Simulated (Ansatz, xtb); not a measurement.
# Two structures of CH6InO−

Structure X: a singlet given by its coordinates. Structure Y: a singlet given by its coordinates. Both are isolated ions in the gas phase, relaxed with PBE0-D3(BJ)/def2-SVPD.

X (Å):

```csv
atom,x (Å),y (Å),z (Å)
C,-1.7197,-0.6972,-0.6628
In,-1.6060,-0.6053,1.5807
O,-1.8866,0.6297,-1.1843
H,-1.9081,1.2192,-0.4205
H,-2.5673,-1.3175,-1.0104
H,-0.8054,-1.1338,-1.1074
H,-2.9445,-1.4463,2.4066
H,-1.7935,1.1956,1.6930
H,-0.0376,-1.1331,2.2462
```

Close contacts (Å): C1–In2 2.25, C1–O3 1.44, C1–H5 1.11, C1–H6 1.11, In2–H7 1.78, In2–H8 1.81, In2–H9 1.78, O3–H4 0.97.

Y (Å):

```yaml
atoms:
  - { symbol: C, position_ang: [-2.4412, -0.4760, -0.8837] }
  - { symbol: In, position_ang: [-1.0204, -0.2272, 1.7621] }
  - { symbol: O, position_ang: [-2.6879, -0.4054, 0.4606] }
  - { symbol: H, position_ang: [-1.9150, 0.4209, -1.2952] }
  - { symbol: H, position_ang: [-1.8159, -1.3531, -1.1840] }
  - { symbol: H, position_ang: [-3.3892, -0.5653, -1.4637] }
  - { symbol: H, position_ang: [-0.1976, 1.2730, 1.2612] }
  - { symbol: H, position_ang: [-0.0291, -1.6758, 1.4502] }
  - { symbol: H, position_ang: [-1.7303, -0.1640, 3.3832] }
```

Close contacts (Å): C1–O3 1.37, In2–O3 2.12, C1–H4 1.12, C1–H5 1.12, C1–H6 1.11, In2–H7 1.78, In2–H8 1.78, In2–H9 1.77.

**Question.** Which of the two would you expect CCSD(T)/def2-SVPD + ΔMP2/def2-TZVPPD electronic energies to favour?

**Answer.** Structure Y; the calculation gives E(Y) − E(X) = −69.2 kJ/mol.

Level by level:

| level | geometry | E(Y) − E(X) (kJ/mol) | departure from the last row (kJ/mol) | job, with rough time for the two |
| --- | --- | --- | --- | --- |
| PBE0-D3(BJ)/def2-SVPD | PBE0-D3(BJ)/def2-SVPD | −66.6 | +2.6 | optimisation, 38 s |
| HF/def2-SVPD | PBE0-D3(BJ)/def2-SVPD | −93.5 | −24.3 | part of the CCSD(T) run |
| MP2/def2-SVPD | PBE0-D3(BJ)/def2-SVPD | −85.1 | −15.9 | part of the CCSD(T) run |
| CCSD(T)/def2-SVPD | PBE0-D3(BJ)/def2-SVPD | −82.0 | −12.7 | single point |
| CCSD(T)/def2-SVPD + ΔMP2/def2-TZVPPD | PBE0-D3(BJ)/def2-SVPD | −69.2 |  | single point, 50 s |

The levels shown agree on the order. The largest departure from CCSD(T)/def2-SVPD + ΔMP2/def2-TZVPPD is that of HF/def2-SVPD, 24.3 kJ/mol. Levels run at GFN2-xTB geometries aren't shown. The last row adds to CCSD(T) the change of the MP2 difference between the two basis sets, here +12.7 kJ/mol, a large step that makes the value less sure.

With harmonic frequencies from PBE0-D3(BJ)/def2-SVPD (ideal gas, rigid rotor, one conformer each, 298.15 K, 1 atm): the zero-point term adds −2.0 kJ/mol; ΔH is −70.4 and ΔG −73.0 kJ/mol.

The correlated steps freeze 6 core orbitals; the filled d shell of In is correlated, in a basis made for valence electrons. Atoms past krypton carry core potentials in the def2 sets and no spin–orbit term is included. Programs: Ansatz 0.2.0; the last row on 2 threads of Arm Neoverse V1 on a shared host.
